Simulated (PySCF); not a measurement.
BiI2 (SMILES [I][Bi][I]), doublet, geometry from GFN2-xTB (such geometries of metal compounds can be far from the true shape) (the spin is typed, not shown lowest) (core potentials on Bi, I); DF-B3LYP/def2-TZVP run with PySCF.

Here is a job for PySCF.
```python
from pyscf import gto, scf, dft

mol = gto.Mole()
mol.atom = '''
    Bi    0.89619474    0.44438201    0.28746279
    I    -1.04089611    1.21333620   -1.58129724
    I    -0.36257867   -1.90925520    1.13111966
'''
mol.basis = 'def2-tzvp'
mol.ecp = {'Bi': 'def2-tzvp', 'I': 'def2-tzvp'}
mol.spin = 1
mol.verbose = 4
mol.build()

mf = dft.UKS(mol)
mf.xc = 'b3lyp'
mf = mf.density_fit(auxbasis='def2-universal-jkfit')
mf.kernel()
mf.analyze()
```

What the program printed (banner, timings and long lists left out):

```
PySCF version 2.14.0

[INPUT] verbose = 4
[INPUT] num. atoms = 3
[INPUT] num. electrons = 73
[INPUT] charge = 0
[INPUT] spin (= nelec alpha-beta = 2S) = 1
[INPUT] symmetry False subgroup None
[INPUT] Mole.unit = angstrom
[INPUT] Symbol           X                Y                Z      unit          X                Y                Z       unit  Magmom
[...]
nuclear repulsion = 296.305872909494
number of shells = 48
number of NR pGTOs = 281
number of NR cGTOs = 150
basis = def2-tzvp
ecp = {'Bi': 'def2-tzvp', 'I': 'def2-tzvp'}

******** <class 'pyscf.df.df_jk.DFUKS'> ********
method = DFUKS
initial guess = minao
damping factor = 0
level_shift factor = 0
DIIS = <class 'pyscf.scf.diis.CDIIS'>
diis_start_cycle = 1
diis_space = 8
diis_damp = 0
SCF conv_tol = 1e-09
SCF conv_tol_grad = None
SCF max_cycles = 50
direct_scf = False
number electrons alpha = 37  beta = 36
XC library pyscf.dft.libxc version 7.1.2
    S. Lehtola, C. Steigemann, M. J. T. Oliveira, and M. A. L. Marques,  SoftwareX 7, 1–5 (2018)
XC functionals = b3lyp
    P. J. Stephens, F. J. Devlin, C. F. Chabalowski, and M. J. Frisch,  J. Phys. Chem. 98, 11623 (1994)
radial grids:
    Treutler-Ahlrichs [JCP 102, 346 (1995); DOI:10.1063/1.469408] (M4) radial grids

becke partition: Becke, JCP 88, 2547 (1988); DOI:10.1063/1.454033
pruning grids: <function nwchem_prune>
grids dens level: 3
symmetrized grids: False
atomic radii adjust function: <function treutler_atomic_radii_adjust>
small_rho_cutoff = 0
Set gradient conv threshold to 3.16228e-05
tot grids = 67360
******** <class 'pyscf.df.df.DF'> ********
auxbasis = def2-universal-jkfit
init E= -690.632043571615

cycle= 1 E= -806.381805474858  delta_E= -116  |g|=  3.6  |ddm|= 20.7

cycle= 2 E= -803.894184446268  delta_E= 2.49  |g|= 4.19  |ddm|= 10.9
cycle= 3 E= -809.806343746726  delta_E= -5.91  |g|= 1.05  |ddm|= 7.22
cycle= 4 E= -810.229584061865  delta_E= -0.423  |g|= 0.609  |ddm|= 2.03
cycle= 5 E= -810.38936973465  delta_E= -0.16  |g|= 0.233  |ddm|= 0.817
cycle= 6 E= -810.405537206718  delta_E= -0.0162  |g|= 0.0826  |ddm|= 0.274
cycle= 7 E= -810.409730709983  delta_E= -0.00419  |g|= 0.0185  |ddm|= 0.128
cycle= 8 E= -810.40988277254  delta_E= -0.000152  |g|= 0.00396  |ddm|= 0.0242
cycle= 9 E= -810.40988968119  delta_E= -6.91e-06  |g|= 0.000722  |ddm|= 0.00587
cycle= 10 E= -810.409890169187  delta_E= -4.88e-07  |g|= 0.000382  |ddm|= 0.00194
cycle= 11 E= -810.409890314885  delta_E= -1.46e-07  |g|= 8.77e-05  |ddm|= 0.000797
cycle= 12 E= -810.409890326628  delta_E= -1.17e-08  |g|= 3.09e-05  |ddm|= 0.000321
cycle= 13 E= -810.409890328056  delta_E= -1.43e-09  |g|= 9.11e-06  |ddm|= 9.64e-05
cycle= 14 E= -810.409890328226  delta_E= -1.7e-10  |g|= 2.95e-06  |ddm|= 4e-05
Extra cycle  E= -810.409890328226  delta_E=    0  |g|= 4.44e-06  |ddm|= 1.08e-05
converged SCF energy = -810.409890328226  <S^2> = 0.75257926  2S+1 = 2.0025776
**** SCF Summaries ****
Total Energy =                        -810.409890328226197
Nuclear Repulsion Energy =             296.305872909494497
One-electron Energy =                -2000.901287608418670
Two-electron Energy =                  894.185524370697976
Two-electron Coulomb Energy =          956.086633602649840
DFT Exchange-Correlation Energy =      -61.901109231951864
**** MO energy ****
                             alpha | beta                alpha | beta
[...]
WARN: Weak orthogonality for localized orbitals 4.626431872142734e-09

spin_pop of  0 Bi 5s       -0.00007
spin_pop of  0 Bi 6s        0.00179
spin_pop of  0 Bi 7s       -0.00114
spin_pop of  0 Bi 8s       -0.00019
spin_pop of  0 Bi 9s       -0.00037
spin_pop of  0 Bi 10s       -0.00013
spin_pop of  0 Bi 5px       0.00013
spin_pop of  0 Bi 5py       0.00015
spin_pop of  0 Bi 5pz       0.00028
spin_pop of  0 Bi 6px       0.01105
spin_pop of  0 Bi 6py       0.01234
spin_pop of  0 Bi 6pz       0.02288
spin_pop of  0 Bi 7px       0.00498
spin_pop of  0 Bi 7py       0.00537
spin_pop of  0 Bi 7pz       0.01004
spin_pop of  0 Bi 8px       0.17835
spin_pop of  0 Bi 8py       0.19814
spin_pop of  0 Bi 8pz       0.37652
spin_pop of  0 Bi 9px       0.00107
spin_pop of  0 Bi 9py       0.00112
spin_pop of  0 Bi 9pz       0.00148
spin_pop of  0 Bi 5dxy     -0.00405
spin_pop of  0 Bi 5dyz     -0.00376
spin_pop of  0 Bi 5dz^2    -0.00282
spin_pop of  0 Bi 5dxz     -0.00282
spin_pop of  0 Bi 5dx2-y2   -0.00382
spin_pop of  0 Bi 6dxy     -0.00015
spin_pop of  0 Bi 6dyz     -0.00012
spin_pop of  0 Bi 6dz^2     0.00002
spin_pop of  0 Bi 6dxz      0.00125
spin_pop of  0 Bi 6dx2-y2    0.00189
spin_pop of  0 Bi 7dxy      0.00403
spin_pop of  0 Bi 7dyz      0.00357
spin_pop of  0 Bi 7dz^2     0.00282
spin_pop of  0 Bi 7dxz      0.00153
spin_pop of  0 Bi 7dx2-y2    0.00408
spin_pop of  0 Bi 5f-3      0.00006
spin_pop of  0 Bi 5f-2      0.00001
spin_pop of  0 Bi 5f-1     -0.00002
spin_pop of  0 Bi 5f+0     -0.00002
spin_pop of  0 Bi 5f+1     -0.00006
spin_pop of  0 Bi 5f+2     -0.00003
spin_pop of  0 Bi 5f+3      0.00001
spin_pop of  0 Bi 6f-3     -0.00006
spin_pop of  0 Bi 6f-2     -0.00011
spin_pop of  0 Bi 6f-1     -0.00015
spin_pop of  0 Bi 6f+0     -0.00014
spin_pop of  0 Bi 6f+1     -0.00029
spin_pop of  0 Bi 6f+2     -0.00016
spin_pop of  0 Bi 6f+3     -0.00004
spin_pop of  1 I 4s       -0.00000
spin_pop of  1 I 5s        0.00007
spin_pop of  1 I 6s        0.00018
spin_pop of  1 I 7s        0.00000
spin_pop of  1 I 8s        0.00002
spin_pop of  1 I 9s        0.00001
spin_pop of  1 I 4px       0.00012
spin_pop of  1 I 4py       0.00020
spin_pop of  1 I 4pz       0.00036
spin_pop of  1 I 5px       0.00165
spin_pop of  1 I 5py       0.00002
spin_pop of  1 I 5pz       0.00004
spin_pop of  1 I 6px       0.00095
spin_pop of  1 I 6py       0.01137
spin_pop of  1 I 6pz       0.01846
spin_pop of  1 I 7px       0.03071
spin_pop of  1 I 7py       0.00106
spin_pop of  1 I 7pz       0.00174
spin_pop of  1 I 8px       0.00154
spin_pop of  1 I 8py       0.00092
spin_pop of  1 I 8pz       0.00097
spin_pop of  1 I 4dxy     -0.00019
spin_pop of  1 I 4dyz     -0.00010
spin_pop of  1 I 4dz^2    -0.00016
spin_pop of  1 I 4dxz     -0.00011
spin_pop of  1 I 4dx2-y2    0.00001
spin_pop of  1 I 5dxy      0.00017
spin_pop of  1 I 5dyz      0.00060
spin_pop of  1 I 5dz^2     0.00016
spin_pop of  1 I 5dxz      0.00010
spin_pop of  1 I 5dx2-y2    0.00262
spin_pop of  1 I 6dxy      0.00080
spin_pop of  1 I 6dyz      0.00849
spin_pop of  1 I 6dz^2     0.00119
spin_pop of  1 I 6dxz      0.00061
spin_pop of  1 I 6dx2-y2    0.00314
spin_pop of  1 I 4f-3      0.00003
spin_pop of  1 I 4f-2      0.00001
spin_pop of  1 I 4f-1     -0.00000
spin_pop of  1 I 4f+0      0.00004
spin_pop of  1 I 4f+1      0.00007
spin_pop of  1 I 4f+2     -0.00001
spin_pop of  1 I 4f+3      0.00000
spin_pop of  1 I 5f-3      0.00019
spin_pop of  1 I 5f-2      0.00011
spin_pop of  1 I 5f-1      0.00001
spin_pop of  1 I 5f+0      0.00028
spin_pop of  1 I 5f+1      0.00055
spin_pop of  1 I 5f+2      0.00000
spin_pop of  1 I 5f+3      0.00001
spin_pop of  2 I 4s       -0.00000
spin_pop of  2 I 5s        0.00007
spin_pop of  2 I 6s        0.00012
spin_pop of  2 I 7s       -0.00000
spin_pop of  2 I 8s        0.00002
spin_pop of  2 I 9s        0.00001
spin_pop of  2 I 4px       0.00012
spin_pop of  2 I 4py       0.00028
spin_pop of  2 I 4pz       0.00018
spin_pop of  2 I 5px       0.00214
spin_pop of  2 I 5py       0.00003
spin_pop of  2 I 5pz       0.00002
spin_pop of  2 I 6px       0.00111
spin_pop of  2 I 6py       0.01501
spin_pop of  2 I 6pz       0.00950
spin_pop of  2 I 7px       0.03566
spin_pop of  2 I 7py       0.00113
spin_pop of  2 I 7pz       0.00123
spin_pop of  2 I 8px       0.00176
spin_pop of  2 I 8py       0.00080
spin_pop of  2 I 8pz       0.00088
spin_pop of  2 I 4dxy     -0.00015
spin_pop of  2 I 4dyz     -0.00020
spin_pop of  2 I 4dz^2    -0.00016
spin_pop of  2 I 4dxz     -0.00004
spin_pop of  2 I 4dx2-y2    0.00001
spin_pop of  2 I 5dxy      0.00032
spin_pop of  2 I 5dyz      0.00021
spin_pop of  2 I 5dz^2     0.00032
spin_pop of  2 I 5dxz      0.00038
spin_pop of  2 I 5dx2-y2    0.00039
spin_pop of  2 I 6dxy      0.00317
spin_pop of  2 I 6dyz      0.00168
spin_pop of  2 I 6dz^2     0.00323
spin_pop of  2 I 6dxz      0.00568
spin_pop of  2 I 6dx2-y2    0.00036
spin_pop of  2 I 4f-3      0.00005
spin_pop of  2 I 4f-2      0.00004
spin_pop of  2 I 4f-1      0.00003
spin_pop of  2 I 4f+0      0.00001
spin_pop of  2 I 4f+1      0.00001
spin_pop of  2 I 4f+2     -0.00000
spin_pop of  2 I 4f+3      0.00000
spin_pop of  2 I 5f-3      0.00038
spin_pop of  2 I 5f-2      0.00031
spin_pop of  2 I 5f-1      0.00027
spin_pop of  2 I 5f+0      0.00009
spin_pop of  2 I 5f+1      0.00005
spin_pop of  2 I 5f+2      0.00001
spin_pop of  2 I 5f+3      0.00004

WARN: Weak orthogonality for localized orbitals 4.626431872142734e-09

In total            37.00000 | 36.00000
Dipole moment(X, Y, Z, Debye):  2.34600,  1.16325,  0.75252
```
